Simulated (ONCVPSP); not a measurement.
## Before and after: ONCV potential for K (Z = 19)

potassium (K), optimised norm-conserving Vanderbilt (ONCV), made with ONCVPSP 4.0.1 (revPBE, scalar-relativistic). Core [Ne], reference 3s2 3p6 3d1. Waves: 3s: rc 1.50 bohr, ncon 4, nbas 9, qcut 7.9 1/bohr, 1 projector; 3p: rc 1.55 bohr, ncon 5, nbas 9, qcut 7.6 1/bohr, 1 projector; 3d: rc 4.00 bohr, ncon 3, nbas 6, qcut 2 1/bohr, 2 projectors, debl 1.3 Ha. Local part: polynomial inside 1.30 bohr (lpopt 1, dvloc0 0 Ha). Core correction: Teter function, fcfact 3, rcfact 1.45.

All-electron outer shells of the reference configuration (revPBE, scalar-relativistic, ld1.x):

```json
{"shell": "3s", "level (eV)": "-36.94", "outermost node (bohr)": "0.48", "outermost maximum (bohr)": "1.08"}
{"shell": "3p", "level (eV)": "-20.38", "outermost node (bohr)": "0.45", "outermost maximum (bohr)": "1.15"}
{"shell": "3d", "level (eV)": "-0.64", "outermost node (bohr)": "–", "outermost maximum (bohr)": "8.01"}
```

Change: s: rc 2.18.

Cutoffs: the cutoffs (Ha) at which the residual kinetic energy of the hardest occupied pseudo-wave falls to 1 and 0.1 mHa per electron; they do not see the model core or the augmentation charge, which bear on the density cutoff. Errors are all-electron minus pseudo energies relative to the spin-unpolarised reference configuration.

Question: How do hardness, ghosts and transferability respond?

Answer: The potential gets softer (21 Ha and 25 Ha → 14 Ha and 24 Ha); of the 4 tests that both files solve, the error grows in 2 and shrinks in 0 by more than 15 % and 0.3 meV (median size 5.3 → 27.8 meV); neither file shows a bound ghost. A larger radius leaves more room for a smooth pseudo-wave, so fewer plane waves are needed.

| quantity | base | changed |
| --- | --- | --- |
| cutoff, loose | 21 Ha | 14 Ha |
| cutoff, tight | 25 Ha | 24 Ha |
| loose cutoff by channel | s 21 Ha, p 12 Ha, d 4.6 Ha | s 14 Ha, p 12 Ha, d 4.6 Ha |
| bound ghosts | none | none |
| GHOST(+) flags under 300 eV | d at 171.0 eV | d at 171.0 eV |
| error for 3s2 3p6 3d0 4s1, meV [ΔE -2.40 eV] | -1.8 | +47 |
| error for 3s2 3p6 3d0, meV [ΔE 1.86 eV] | +15 | +15 |
| error for 3s2 3p6 3d0 4s0.5, meV [ΔE -0.79 eV] | +5.8 | +41 |
| error for 3s2 3p6 3d0 4p1, meV [ΔE -0.91 eV] | +4.9 | +4.9 |
| p: phases at 1.58 bohr within 0.05 rad from the reference energy up to (Ha; the scan ends near 5) | 2.7 | 2.7 |
| d: phases at 4.06 bohr within 0.05 rad from the reference energy up to (Ha; the scan ends near 5) | 0.0 | 0.0 |
| rms error of d²Exc/dni dnj with the model core, mHa | 1.05 | 1.48 |
